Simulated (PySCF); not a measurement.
## Trend along the third period: MBr cations

PBE0 with double-zeta basis sets in PySCF, for the lowest determinant that a PBE0 search found; no spin–orbit coupling. De refers to high-spin ground-configuration atoms (the charge goes to the atom of lower measured ionisation energy or higher electron affinity, which is not always the lowest computed limit). A positive dipole points towards Br; it is taken about the centre of mass and depends on that origin.

| M | basis | charged atom | state (unpaired electrons) | Re (Å) | ωe (cm⁻¹) | De (eV) | μ (D) |
| --- | --- | --- | --- | --- | --- | --- | --- |
| Na | def2-SVP | Na+ | doublet (π ↑) | 2.955 | 135 | 0.41 | -9.47 |
| Mg | x2c-SVPall | Mg+ | singlet (closed shell) | 2.282 | 430 | 2.65 | -11.89 |
| Al | pcseg-1 | Al+ | doublet (σ ↑) | 2.196 | 456 | 1.62 | -7.21 |
| Si | def2-SVP | Si+ | singlet (closed shell) | 2.119 | 535 | 4.66 | -4.84 |
| Cl | cc-pVDZ-PP/cc-pV(D+d)Z | Br+ | doublet (π ↑) | 2.056 | 516 | 3.08 | -0.42 |

The shortest bond is that of BrCl⁺ (2.056 Å), the longest that of NaBr⁺ (2.955 Å). SiBr⁺ is bound most strongly (4.66 eV) and NaBr⁺ least (0.41 eV).

The rows differ in basis set, which adds steps of its own.

The state changes along the series, so neighbouring rows are not always alike in their bonding.

Weak bonds: NaBr⁺. Basis-set superposition, not corrected here, can be much of De in a small basis, most of all at correlated wavefunction levels. Spin–orbit coupling is left out. For an ion De counts to the pair picked by the measured ionisation energies or electron affinities, which need not be the lowest pair at this level. States were picked by a PBE0 search and need not be the measured ground states.
